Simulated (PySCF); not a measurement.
A structure optimised at PBE-D3(BJ)/def2-SVP, used in a PySCF frequency run:

```
N
H 1 1.0256
Si 1 1.7333 2 116.08
O 3 1.6680 1 113.84 2 -61.14
H 4 0.9744 3 114.90 1 -51.50
Si 1 1.7669 2 114.90 3 177.52
H 3 1.4892 4 103.55 5 -177.26
H 6 1.5027 1 112.71 2 -117.31
H 6 1.5036 8 108.49 1 125.07
H 6 1.5048 8 109.04 9 118.25
Cl 3 2.0907 7 109.45 4 119.20
```

Problem. Write its SMILES and formula.

Solution. O[Si@H](Cl)N[SiH3], ClH6NOSi2

Problem. What are its rotational constants (standard atomic weights)?

Solution. 3.1077, 1.7065, 1.2124 GHz
